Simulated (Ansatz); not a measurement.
Two isomers of C3H6BCl: A = `B/C(C)=C/Cl`, B = `C/C=C\BCl`.

Gas-phase electronic energies from Ansatz, PBE0-D4/def2-TZVP geometries. CCSD(T)/CBS is the MP2 limit (def2-TZVPP, def2-QZVPP) plus CCSD(T) − MP2 in def2-TZVPP, frozen cores. Double bonds are as drawn, so ΔE can hold a change between cis and trans. Functionals use def2-TZVPP. B3LYP here is the variant with VWN-RPA as its local correlation; programs differ in this. Each species was taken in one conformer, which may not be the lowest.

A:

```xyz
11

B     0.093   -0.720   -1.453
C     0.077    0.006   -0.104
C    -0.937   -0.242    0.972
C     1.064    0.904    0.045
Cl    1.287    1.860    1.450
H     0.941   -0.457   -2.255
H    -0.732   -1.548   -1.715
H    -1.646   -1.012    0.670
H    -0.457   -0.560    1.902
H    -1.496    0.669    1.206
H     1.805    1.099   -0.719
```

B:

Z-matrix (Å, degrees):
```
C
C 1 1.484
H 1 1.095 2 110.0
H 1 1.095 2 110.0 3 -116.4
H 1 1.088 2 112.9 3 121.8
C 2 1.345 1 127.7 3 -121.8
H 2 1.091 1 114.3 3 58.2
B 6 1.526 2 124.9 1 0.0
H 6 1.088 2 116.6 1 -180.0
Cl 8 1.755 6 119.4 2 -180.0
H 8 1.192 6 125.0 2 0.0
```

(1) Which is lower in electronic energy at CCSD(T)/CBS, and by how much? (Best estimate.)

(2) Give E(B) − E(A) in kcal/mol with B3LYP, B3LYP-D4, HF/def2-TZVPP, r2SCAN-D4, CCSD/def2-TZVPP, B2PLYP, PBE0-D4. (Estimate.)

Largest T1 diagnostic: 0.012.

Results:

(1) Computed: B, by 35.3 kcal/mol.

(2) The calculation gave: B3LYP -35.6, B3LYP-D4 -34.9, HF/def2-TZVPP -38.2, r2SCAN-D4 -35.1, CCSD/def2-TZVPP -36.1, B2PLYP -35.6, PBE0-D4 -35.1. None reverses the order clearly.

In def2-TZVPP, CCSD(T) changes the Hartree–Fock value by +2.8 kcal/mol (the triples alone add +0.7 kcal/mol) and MP2 by +3.1 kcal/mol. The D4 term adds +0.7 kcal/mol with B3LYP and +0.4 kcal/mol with PBE0; it sums over pairs of atoms, weighted by their polarisabilities, and B3LYP, whose exchange is more repulsive, gets the larger term.
